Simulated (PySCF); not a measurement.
Compound: C8H11NS.
InChI=1S/C8H11NS/c1-2-5-9(4-1)8-3-6-10-7-8/h3,6-7H,1-2,4-5H2

The closed-shell ground state was solved at several levels (PySCF, density fitting, gas phase, non-relativistic). Isolated species at its PBE0-D3(BJ)/def2-SVP geometry (one conformer only).

| level | basis functions | total energy (Eh) | HOMO (eV) | LUMO (eV) | gap (eV) | dipole (D) |
| --- | --- | --- | --- | --- | --- | --- |
| wB97X-D/pcSseg-1 | 232 | -764.2030 | -6.96 | 1.68 | 8.64 | 2.58 |
| PBE0/pcSseg-1 | 232 | -763.7621 | -5.22 | -0.02 | 5.20 | 2.54 |

(1) What might CAM-B3LYP/def2-SVPD (295 basis functions) give for the same quantities?

(2) Over all these levels, which gives the widest orbital gap and which the narrowest?

(3) How far do the dipole and the HOMO energy spread over the levels?

## Answers

(1) Total energy -763.8350 Eh, HOMO -6.44 eV, LUMO 0.96 eV, gap 7.40 eV, dipole 2.56 D.

(2) wB97X-D/pcSseg-1 (range-separated hybrid) has the widest, 8.64 eV, and PBE0/pcSseg-1 (global hybrid, 25 % exact exchange) the narrowest, 5.20 eV. The two share the basis. From the narrowest to the widest the HOMO moves by -1.74 eV and the LUMO by +1.70 eV.

(3) The dipole runs from 2.54 to 2.58 D (mean 2.56 D) and the HOMO from -6.96 to -5.22 eV.

The pairwise dispersion term of wB97X-D wasn't added to the energies; at a given geometry it leaves orbitals and properties as they are.
